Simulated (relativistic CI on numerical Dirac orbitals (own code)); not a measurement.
Hf²⁺: L2,3 absorption edge

Computed with this model: Dirac-Coulomb-Breit CI, orbitals from a KLI potential per configuration, model QED, valence Slater integrals scaled by 0.7, multiplet model of core-to-valence dipole absorption; configurations [Xe] 4f14 5d2 → [He] 2s2 2p5 3s2 3p6 3d10 4s2 4p6 4d10 4f14 5s2 5p6 5d3; 10 K; Lorentzian 7.5 eV and Gaussian 1 eV FWHM. Energies are those of the free ion, without screening or charge transfer. The branching ratio is the share of the lower-energy edge in the whole absorption, uncertain by about 0.02 where the edges overlap. S is read from ⟨S²⟩ = S(S + 1).

Field parameters in Wybourne normalisation: D3d B²₀ = −7Dσ, B⁴₀ = −14Dq − 21Dτ, B⁴₃ = −14√(10/7) Dq. The field is a parameter set, without covalency.

Computed curve for D3d, 10Dq = 24150, Dσ = -1200, Dτ = 330 cm⁻¹, scaled to 100 at the maximum (points under 2 are left out and the grid is thinned):

```
Energy (eV)  Intensity
     9530.5        2.0
     9533.0        2.4
     9535.0        2.8
     9537.5        3.5
     9540.0        4.5
     9542.0        5.6
     9544.5        7.6
     9546.5       10.1
     9549.0       15.4
     9551.5       25.6
     9553.5       41.2
     9556.0       73.7
     9558.5       98.9
     9560.5       93.2
     9563.0       58.7
     9565.5       31.6
     9567.5       20.3
     9570.0       12.7
     9572.5        8.6
     9574.5        6.6
     9577.0        4.9
     9579.0        4.0
     9581.5        3.2
     9584.0        2.6
     9586.0        2.2
    10722.5        2.3
    10725.0        3.3
    10727.0        4.5
    10729.5        7.2
    10732.0       12.6
    10734.0       20.6
    10736.5       32.7
    10739.0       34.7
    10741.0       26.9
    10743.5       15.1
    10745.5        9.4
    10748.0        5.6
    10750.5        3.7
    10752.5        2.8
    10755.0        2.0
```

The ground state has S = 0.99, and the centroid lies at 9869.92 eV.
